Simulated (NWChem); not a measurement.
System: C2H6O2Si; SMILES O=C[SiH2]CO

Excerpt of the output:

```
             Northwest Computational Chemistry Package (NWChem) 7.3.0
             --------------------------------------------------------

 C1  symmetry detected

                             Geometry "geometry" -> ""
                             -------------------------

 Output coordinates in angstroms (scale by  1.889725989 to convert to a.u.)

  No.       Tag          Charge          X              Y              Z
 ---- ---------------- ---------- -------------- -------------- --------------
    1 O                    8.0000    -0.94806398     2.16037070     0.08699065
    2 C                    6.0000     0.22781589     1.87350043    -0.05477138
    3 Si                  14.0000     0.81294444     0.02917949     0.00012032
    4 C                    6.0000    -0.68910621    -1.12774381    -0.17867890
    5 O                    8.0000    -0.32265767    -2.49645171     0.04820690
    6 H                    1.0000     0.97451504     2.69262359    -0.20983083
    7 H                    1.0000     1.83417903    -0.20460148    -1.05654213
    8 H                    1.0000     1.46252007    -0.19322333     1.32517183
    9 H                    1.0000    -1.51754127    -0.80570982     0.46984408
   10 H                    1.0000    -1.06998451    -1.08489307    -1.20444659
   11 H                    1.0000    -0.13139534    -2.59860033     0.99324056

 Effective nuclear repulsion energy (a.u.)     215.8904810772

                                 NWChem DFT Module
                                 -----------------

 Summary of "ao basis" -> "ao basis" (spherical)
 ------------------------------------------------------------------------------
       Tag                 Description            Shells   Functions and Types
 ---------------- ------------------------------  ------  ---------------------
 O                         def2-tzvp                11       31   5s3p2d1f
 C                         def2-tzvp                11       31   5s3p2d1f
 Si                        def2-tzvp                13       37   5s5p2d1f
 H                         def2-tzvp                 4        6   3s1p

            General Information
            -------------------
          SCF calculation type: DFT
          Wavefunction type:  closed shell.
          No. of atoms     :    11
          No. of electrons :    48
           Alpha electrons :    24
            Beta electrons :    24
          Charge           :     0
          Spin multiplicity:     1
          Use of symmetry is: off; symmetry adaption is: off
          Maximum number of iterations: 150
          AO basis - number of functions:   197
                     number of shells:    81
          Convergence on energy requested:  1.00D-06
          Convergence on density requested:  1.00D-05
          Convergence on gradient requested:  5.00D-04

              XC Information
              --------------
                         B3LYP Method XC Potential
                     Hartree-Fock (Exact) Exchange  0.200
                        Slater Exchange Functional  0.800 local
                    Becke 1988 Exchange Functional  0.720 non-local
              Lee-Yang-Parr Correlation Functional  0.810
                  VWN I RPA Correlation Functional  0.190 local

             Grid Information
             ----------------
          Grid used for XC integration:  medium
          Radial quadrature: Mura-Knowles
          Angular quadrature: Lebedev.
          Tag              B.-S. Rad. Rad. Pts. Rad. Cut. Ang. Pts.
          ---              ---------- --------- --------- ---------
          O                   0.60       49          13.0       434
          C                   0.70       49          12.0       434
          Si                  1.10       88          10.0       590
          H                   0.35       45          13.0       434
          Grid pruning is: on
          Number of quadrature shells:   554
          Spatial weights used:  Erf1

      Superposition of Atomic Density Guess
      -------------------------------------

 Sum of atomic energies:        -516.74553660

      Non-variational initial energy
      ------------------------------

 Total energy =    -518.727578
 1-e energy   =   -1139.727578
 2-e energy   =     405.109519
 HOMO         =      -0.274559
 LUMO         =      -0.065893

------------------------------------------------------------
EAF file 0: "./job.aoints.0" size=659030016 bytes
------------------------------------------------------------
               write      read    awrite     aread      wait
               -----      ----    ------     -----      ----
     calls:     1257         0         0         0         0
   data(b): 6.59e+08  0.00e+00  0.00e+00  0.00e+00
   time(s): 0.00e+00  0.00e+00  0.00e+00  0.00e+00  0.00e+00
rate(mb/s): 0.00e+00  0.00e+00
------------------------------------------------------------

     ---------------------------------------------
      Total Density - Mulliken Population Analysis
     ---------------------------------------------

    Atom       Charge   Shell Charges
 -----------   ------   -------------------------------------------------------
    1 O    8     8.71   0.79  1.18  0.61  0.96  0.29  1.99  2.09  0.77  0.00  0.02  0.00
    2 C    6     5.57   0.86  1.12  0.55  0.67  0.14  0.93  0.97  0.21  0.03  0.08  0.01
    3 Si  14    13.57   2.00  0.59  1.39  0.88  0.47  4.12  1.73  0.52  1.27  0.41  0.09  0.09  0.02
    4 C    6     6.22   0.86  1.12  0.54  0.67  0.12  1.12  1.32  0.36  0.02  0.07  0.01
    5 O    8     8.68   0.79  1.18  0.59  0.95  0.26  1.96  2.13  0.80  0.00  0.02  0.00
    6 H    1     0.91   0.24  0.47  0.17  0.02
    7 H    1     1.04   0.23  0.54  0.27  0.01
    8 H    1     1.03   0.22  0.53  0.26  0.01
    9 H    1     0.85   0.24  0.45  0.14  0.02
   10 H    1     0.85   0.25  0.45  0.13  0.02
   11 H    1     0.56   0.20  0.26  0.06  0.04

   convergence    iter        energy       DeltaE   RMS-Dens  Diis-err
 ---------------- ----- ----------------- --------- --------- ---------
 d= 0,ls=0.0,diis     1   -519.7037644940 -7.36D+02  8.12D-03  1.56D+00
 d= 0,ls=0.0,diis     2   -519.3290231153  3.75D-01  6.23D-03  5.25D+00
 d= 0,ls=0.0,diis     3   -519.8359152055 -5.07D-01  1.33D-03  1.77D-01
 d= 0,ls=0.0,diis     4   -519.8461340151 -1.02D-02  6.62D-04  5.90D-02
 d= 0,ls=0.0,diis     5   -519.8511097929 -4.98D-03  1.42D-04  2.84D-03
  Resetting Diis
 d= 0,ls=0.0,diis     6   -519.8513557057 -2.46D-04  4.44D-05  1.43D-04
 d= 0,ls=0.0,diis     7   -519.8513710069 -1.53D-05  2.90D-05  1.06D-05
 d= 0,ls=0.0,diis     8   -519.8513688598  2.15D-06  1.61D-05  3.39D-05
 d= 0,ls=0.0,diis     9   -519.8513722027 -3.34D-06  2.58D-06  1.55D-06
 d= 0,ls=0.0,diis    10   -519.8513723528 -1.50D-07  5.55D-07  3.08D-08

         Total DFT energy =     -519.851372352844
      One electron energy =    -1143.919560234665
           Coulomb energy =      459.381233529526
    Exchange-Corr. energy =      -51.203526724937
 Nuclear repulsion energy =      215.890481077233

 Numeric. integr. density =       48.000006288706

                       DFT Final Molecular Orbital Analysis
                       ------------------------------------

 Vector   22  Occ=2.000000D+00  E=-3.449439D-01
              MO Center= -8.1D-02, -1.3D+00,  3.3D-02, r^2= 3.4D+00
   Bfn.  Coefficient  Atom+Function         Bfn.  Coefficient  Atom+Function
  ----- ------------  ---------------      ----- ------------  ---------------
   138      0.202594   5 O  pz              107     -0.175132   4 C  pz
   187      0.160051  10 H  s               141      0.156438   5 O  pz
   137      0.144450   5 O  py              175      0.139032   8 H  s
    79      0.134618   3 Si pz              181     -0.135076   9 H  s
   106     -0.126401   4 C  py              110     -0.122098   4 C  pz

 Vector   23  Occ=2.000000D+00  E=-2.815367D-01
              MO Center= -2.5D-01, -1.1D+00,  5.7D-03, r^2= 4.0D+00
   Bfn.  Coefficient  Atom+Function         Bfn.  Coefficient  Atom+Function
  ----- ------------  ---------------      ----- ------------  ---------------
   136      0.327722   5 O  px              139      0.266048   5 O  px
   142      0.232970   5 O  px               77      0.193345   3 Si px
    66     -0.177926   3 Si s                 7     -0.174090   1 O  py
    67     -0.164649   3 Si s               105     -0.161198   4 C  px
    10     -0.142365   1 O  py              108     -0.131729   4 C  px

 Vector   24  Occ=2.000000D+00  E=-2.516630D-01
              MO Center= -2.2D-01,  1.2D+00,  8.5D-03, r^2= 4.1D+00
   Bfn.  Coefficient  Atom+Function         Bfn.  Coefficient  Atom+Function
  ----- ------------  ---------------      ----- ------------  ---------------
     7      0.347890   1 O  py               10      0.283263   1 O  py
    13      0.237257   1 O  py               78      0.221713   3 Si py
   164     -0.215935   6 H  s               163     -0.177089   6 H  s
    38     -0.158655   2 C  py              136      0.156544   5 O  px
    67      0.139096   3 Si s                41     -0.137261   2 C  py

 Vector   25  Occ=0.000000D+00  E=-7.383826D-02
              MO Center=  7.2D-02,  1.7D+00, -2.1D-02, r^2= 2.4D+00
   Bfn.  Coefficient  Atom+Function         Bfn.  Coefficient  Atom+Function
  ----- ------------  ---------------      ----- ------------  ---------------
    45     -0.369141   2 C  pz               14      0.342820   1 O  pz
    42     -0.318232   2 C  pz              104     -0.318242   4 C  s
    39     -0.309972   2 C  pz                8      0.305846   1 O  pz
   176      0.259973   8 H  s                11      0.241906   1 O  pz
    82     -0.178499   3 Si pz              170     -0.123614   7 H  s

[...]
```

Level: B3LYP/def2-TZVP. Coordinates come from a B3LYP/6-31G* (spherical d) optimisation.

**Question.** Write an input that gives this output.

**Answer.** This is not unique; one that fits is the input that was run:
```
start job
memory heap 200 mb stack 900 mb global 1100 mb
geometry units angstroms noautoz
  O     -0.930202     2.143966     0.292800
  C      0.225774     1.867546     0.023735
  Si     0.816031     0.025225    -0.042282
  C     -0.694777    -1.132283    -0.107330
  O     -0.305395    -2.505991     0.035607
  H      0.951873     2.694898    -0.178341
  H      1.725768    -0.168588    -1.203714
  H      1.596293    -0.237821     1.202375
  H     -1.454001    -0.835839     0.631786
  H     -1.177266    -1.057316    -1.087477
  H     -0.019617    -2.638453     0.952607
end
basis spherical
  * library def2-tzvp
end
dft
  xc b3lyp
  iterations 150
  semidirect filesize 400000000
  mulliken
end
task dft energy
```
